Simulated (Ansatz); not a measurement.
Consider the formal exchange of groups at a C–Sn bond: `O=[CH][SnH3]` + `F/C=C/F` → `O=C/C(F)=C/F` + `[SnH4]`.

Program: Ansatz. Geometries: PBE0-D4/def2-TZVP. ΔE: electronic, gas phase. CBS: MP2 limit from def2 TZ/QZ plus the TZ coupled-cluster correction, frozen cores. Double bonds are as drawn, so ΔE can hold a change between cis and trans. DFT in def2-TZVPP. def2 core potentials past Kr. For Sn outer-core shells are correlated without core-valence functions, which leaves a few kJ/mol of doubt a bond. Each species was taken in one conformer, which may not be the lowest.

Q: Is it downhill or uphill in electronic energy at CCSD(T)/CBS, and by how much? (An estimate is asked.)

A: The calculation gave: Downhill: ΔE = -31.8 kJ/mol.

Q: What do these levels give: ωB97M-V, r2SCAN, PBE0, HF/def2-TZVPP, MP2/def2-TZVPP, SCS-MP2/def2-TZVPP, CCSD/def2-TZVPP, CCSD(T)/def2-TZVPP, MP2/def2-QZVPP, SCS-MP2/def2-QZVPP, HF/CBS(def2), CCSD/CBS(def2)? (An estimate is asked.)

A: The calculation gave: ωB97M-V -39.5, r2SCAN -46.9, PBE0 -43.0, HF/def2-TZVPP -41.7, MP2/def2-TZVPP -40.1, SCS-MP2/def2-TZVPP -37.3, CCSD/def2-TZVPP -36.5, CCSD(T)/def2-TZVPP -37.5, MP2/def2-QZVPP -36.7, SCS-MP2/def2-QZVPP -34.0, HF/CBS(def2) -41.0, CCSD/CBS(def2) -30.8 kJ/mol.

Largest T1 diagnostic among the species: 0.016.

From PBE to PBE0 (25 % exact exchange), in def2-TZVPP and without D4, ΔE moves by −3.3 kJ/mol.
